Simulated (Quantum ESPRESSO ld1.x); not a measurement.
Question: All-electron atom: B+ in [He] 2s2 (the NIST ground configuration). Method: scalar-relativistic Kohn-Sham, relativistic LDA (MacDonald-Vosko exchange, VWN5 correlation), spin-unpolarised, spherical densities, point nucleus; computed with ld1.x of Quantum ESPRESSO 7.5. Some entries of the table are withheld. Estimate them.

orbital,occ.,eigenvalue (hartree),<r^2> (bohr^2),r(max) (bohr)
1s,2,-7.04296,0.1496,0.211
2s,2,-0.71329,3.788,1.44
2p,0,-0.49460,4.158,1.39
3s,0,(1),32.59,4.71
3d,0,(2),50.96,(3)

Answer: 
(1) 3s eigenvalue (hartree): -0.15588
(2) 3d eigenvalue (hartree): -0.07813
(3) 3d r(max) (bohr): 5.07
